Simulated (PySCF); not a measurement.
C2H6O2Si, SMILES [SiH]1(O)COC1. Atoms are numbered in the order given.

```xyz
11

O      2.0079    -0.4672     0.0000
Si     0.5775     0.3795     0.0000
C     -0.8443    -0.1459    -1.1313
O     -1.7228    -0.0429     0.0000
C     -0.8443    -0.1459     1.1313
H      2.8265     0.0349     0.0000
H      0.8755     1.8471     0.0000
H     -0.7792    -1.1845    -1.5113
H     -1.1887     0.5028    -1.9525
H     -1.1887     0.5028     1.9525
H     -0.7792    -1.1845     1.5113
```
Charge 0, spin multiplicity 1.

Geometry optimised at PBE0-D3(BJ)/def2-SVP. The structure was generated by enumeration, and PubChem lists no compound with its InChIKey, so it may never have been made. Other conformers were not sampled.

Method: CAM-B3LYP/def2-TZVP run with PySCF.

Symmetry labels are those of the subgroup Cs that the program uses (full group Cs).

Computed valence orbital energies around the gap with their symmetry:
| orbital | symmetry | energy (eV) |
|---|---|---|
| HOMO−7 | A" | -13.94 |
| HOMO−6 | A' | -13.54 |
| HOMO−5 | A" | -12.51 |
| HOMO−4 | A" | -11.85 |
| HOMO−3 | A' | -11.44 |
| HOMO−2 | A' | -9.84 |
| HOMO−1 | A" | -9.58 |
| HOMO | A' | -8.49 |
| LUMO | A' | 1.11 |
| LUMO+1 | A" | 1.74 |
| LUMO+2 | A' | 2.31 |
| LUMO+3 | A' | 2.92 |
